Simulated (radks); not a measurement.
Results of a calculation; reference values are marked as such.
Excited configurations of Tl: one electron is placed in a higher orbital outside [Hg]. The ground configuration is [Hg] 6p1. Code: a radial shooting solver on a logarithmic mesh with Libxc functionals. Model: scalar-relativistic Kohn-Sham, SCAN, spin-polarised, spherical densities, finite nucleus; open shells are filled with parallel spins first (spin-orbit coupling, left out, can overturn this in heavy ions); meta-GGA in the generalised Kohn-Sham scheme; Fermi nuclear charge, rms radius 5.4759 fm. Excitation = E - E(ground); binding = E(ion) - E, where the ion is the core of charge +1; n* = 1/sqrt(2 binding) in atomic units, and the quantum defect is n - n*.

outer orbital  excitation (eV)  binding (eV)     n*  quantum defect  eigenvalue (eV)
5f                       4.507         0.890  3.910           1.090           -0.424
6d                       3.857         1.541  2.972           3.028           -0.699
6f                       4.791         0.606  4.739           1.261           -0.350
7d                       4.459         0.938  3.808           3.192           -0.533
7f                       4.964         0.434  5.601           1.399           -0.270

The Delta-SCF ionisation energy is 5.397 eV (NIST Atomic Spectra Database: 6.108 eV, measured). Self-interaction in the functional shifts the binding energies and quantum defects, so they are the method's values and not measured ones. Open shells are spherical and high-spin; term and fine-structure splittings are not resolved. Spin-orbit splitting is averaged out at the scalar-relativistic level.
